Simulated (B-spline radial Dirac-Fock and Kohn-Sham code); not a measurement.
Two-hole binding energies of Sr³⁺

System: the Sr³⁺ ion, configuration [Ar] 3d10 4s2 4p5.

Method: Dirac-Fock ΔSCF + Breit + QED. Computed with a radial atomic solver. U is the two-hole binding energy less the two single-hole energies, the effective repulsion of the holes after relaxation. Each two-hole energy is an average over J within one jj subconfiguration.

```
          holes  E(a) (eV)  E(b) (eV)  E(ab) (eV)  U (eV)
           1s⁻²    16146.2    16146.2     32864.8   572.5
   1s⁻¹ 2p1/2⁻¹    16146.2     2049.5     18352.5   156.8
   1s⁻¹ 3d3/2⁻¹    16146.2      175.1     16362.0    40.7
   1s⁻¹ 3d5/2⁻¹    16146.2      173.4     16359.9    40.4
           2s⁻²     2263.4     2263.4      4620.9    94.1
   2s⁻¹ 2p1/2⁻¹     2263.4     2049.5      4399.7    86.8
   2s⁻¹ 3p1/2⁻¹     2263.4      323.4      2628.6    41.8
   2p1/2⁻¹ 3s⁻¹     2049.5      401.8      2492.9    41.6
   2s⁻¹ 3d3/2⁻¹     2263.4      175.1      2480.5    42.0
2p1/2⁻¹ 3d3/2⁻¹     2049.5      175.1           ?       ?
2p1/2⁻¹ 3d5/2⁻¹     2049.5      173.4      2265.2    42.4
        3p1/2⁻²      323.4      323.4       683.1    36.3
        3d3/2⁻²      175.1      175.1       384.9    34.7
        3d5/2⁻²      173.4      173.4       381.5    34.7
```

Q: Give the missing two-hole energy and U.

A: E(ab) = 2265.4 eV and U = 40.8 eV.

Run: 38 s of CPU time on 1 thread of Intel(R) Xeon(R) Platinum 8559C (shared host), peak memory 0.42 GiB.
